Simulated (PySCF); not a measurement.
Match the calculated data to a structure.

All candidates are C7H9NO.

- Rotational structure: rotational constants A, B, C: 4.731, 1.115, 1.040 GHz [GFN2-xTB]
- NMR, other nuclei: isotropic shieldings of nuclei other than C and H, by class: 58 (1 N), 251 (1 O) ppm [GIAO PBE0/pcSseg-1]
- 13C NMR: chemical shifts (computed TMS as zero) by class: 121.4 (2 C), 115.3 (2 C), 90.9 (1 C), 67.5 (1 C), 36.0 (1 C) ppm [GIAO PBE0/pcSseg-1]
- Dipole: 2.77 D [PBE0/pcSseg-1]
- 1H NMR: chemical shifts (computed TMS as zero) by class: 6.90 (2 H), 6.46 (2 H), 6.00 (1 H), 4.80 (1 H), 4.78 (1 H), 3.16 (1 H), 2.85 (1 H) ppm [GIAO PBE0/pcSseg-1]

Electronic properties: PySCF, gas phase, density fitting. Levels stand in brackets. One conformer (not necessarily the lowest) at the GFN2-xTB geometry, without solvent, vibrations or thermal averaging. NMR values are class means; diastereotopic atoms form classes of their own.

Question: Which candidate is it?
A. `CC#C[C@H]1CNC(=O)C1`
B. `c1ccn([C@@H]2CCO2)c1`
C. `C=Cc1oncc1CC`
D. `CCOc1cccnc1`
E. `[H]/N=C/[C@H]1CC=CC(=O)C1`

Answer: B. It is `c1ccn([C@@H]2CCO2)c1`. Numbering: `[cH:1]1[cH:2][cH:3][n:4]([C@@H:5]2[CH2:6][CH2:7][O:8]2)[cH:9]1`. Its formula, C7H9NO, gives 4 degrees of unsaturation: 2 rings and 2 π bonds in the structure found (Kekulé form). 7 carbons fall into 5 classes; from least to most shielded: aromatic CH next to a ring nitrogen [C3/C9] (121.4 ppm, 2 C, up to 3.3 ppm apart in this geometry), aromatic CH carbon [C1/C2] (115.3 ppm, 2 C, up to 4.4 ppm apart in this geometry), ring sp3 carbon bound to oxygen [C5] (90.9 ppm), ring sp3 carbon bound to oxygen [C7] (67.5 ppm), four-membered-ring carbon [C6] (36.0 ppm). Hydrogen classes from least to most shielded: 2 H on 2 like atoms (aromatic CH next to a ring nitrogen), C3/C9 (6.90 ppm, a mean of values up to 0.6 ppm apart in this geometry), 2 H on 2 aromatic CH carbons, C1/C2 (6.46 ppm), 1 H on an sp3 carbon bound to oxygen, C5 (6.00 ppm), 1 H on an sp3 carbon bound to oxygen, C7 (4.80 ppm), 1 H on an sp3 carbon bound to oxygen, C7 (4.78 ppm), 1 H on a four-membered-ring carbon, C6 (3.16 ppm), 1 H on a four-membered-ring carbon, C6 (2.85 ppm). The other shieldings belong to: 58 ppm, pyrrole-type nitrogen [N4]; 251 ppm, cyclic ether oxygen [O8]. The optimised geometry has point group C1 and is an asymmetric top.

The others, at the same levels:
- `C=Cc1oncc1CC` fails: it has 7 carbon classes against 5; its computed 13C shifts are 171.7 (1 C), 155.5 (1 C), 127.6 (1 C), 127.3 (1 C), 124.8 (1 C), 20.5 (1 C), 20.5 (1 C) ppm, 1H shifts are 8.09 (1 H), 6.87 (1 H), 6.63 (1 H), 5.83 (1 H), 2.55 (2 H), 1.16 (3 H) ppm and rotational constant A is 2.192 GHz (against 4.731 GHz).
- `[H]/N=C/[C@H]1CC=CC(=O)C1` fails: it has 7 carbon classes against 5; its computed 13C shifts are 200.8 (1 C), 177.7 (1 C), 155.2 (1 C), 137.9 (1 C), 49.6 (1 C), 45.1 (1 C), 34.3 (1 C) ppm, 1H shifts are 11.10 (1 H), 8.63 (1 H), 7.14 (1 H), 6.28 (1 H), 2.97 (1 H), 2.85 (1 H), 2.80 (1 H), 2.59 (1 H), 2.44 (1 H) ppm and rotational constant A is 2.457 GHz (against 4.731 GHz).
- `CCOc1cccnc1` fails: it has 7 carbon classes against 5; its computed 13C shifts are 161.3 (1 C), 147.8 (1 C), 136.3 (1 C), 130.5 (1 C), 128.8 (1 C), 65.7 (1 C), 17.7 (1 C) ppm, 1H shifts are 8.56 (1 H), 8.40 (1 H), 7.50 (1 H), 7.39 (1 H), 4.07 (2 H), 1.55 (3 H) ppm and rotational constant A is 5.045 GHz (against 4.731 GHz).
- `CC#C[C@H]1CNC(=O)C1` fails: it has 7 carbon classes against 5; its computed 13C shifts are 174.6 (1 C), 86.4 (1 C), 85.4 (1 C), 51.4 (1 C), 40.4 (1 C), 28.4 (1 C), 4.6 (1 C) ppm, 1H shifts are 4.06 (1 H), 3.60 (1 H), 3.42 (1 H), 3.15 (1 H), 2.39 (1 H), 2.26 (1 H), 2.00 (3 H) ppm and rotational constant A is 4.941 GHz (against 4.731 GHz).

Each candidate is one conformer, not necessarily the lowest. The conformers computed, where there is a choice (atom-mapped SMILES and torsion angles):
- `[cH:1]1[cH:2][cH:3][n:4]([C@@H:5]2[CH2:6][CH2:7][O:8]2)[cH:9]1`: C3–N4–C5–C6 52°
- `[CH2:1]=[CH:2][c:3]1[o:4][n:5][cH:6][c:7]1[CH2:8][CH3:9]`: C1–C2–C3–O4 -1°, C6–C7–C8–C9 -94°
- `[CH3:1][CH2:2][O:3][c:4]1[cH:5][cH:6][cH:7][n:8][cH:9]1`: C1–C2–O3–C4 180°, C2–O3–C4–C5 180°

The conformers of `[H]/N=C/[C@H]1CC=CC(=O)C1` and `CC#C[C@H]1CNC(=O)C1` aren't listed.
